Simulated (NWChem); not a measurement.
# CH$_{3}$F$_{2}$Sb; SMILES [Sb]([F])([CH3])[F]

def2 effective core potentials on Sb; no spin-orbit coupling.

Q: Give the equilibrium geometry at PBE0/def2-SVP with def2 effective core potentials on Sb (NWChem) as an XYZ file, with the point group.

A: point group C1; any orientation.
```
7

Sb    -0.0733     0.0012     0.3376
F     -0.8504    -1.4198    -0.7212
F     -0.8013     1.4478    -0.7217
C      1.7636    -0.0328    -0.7672
H      1.5009     0.0221    -1.8333
H      2.3100    -0.9662    -0.5669
H      2.3924     0.8275    -0.4947
```
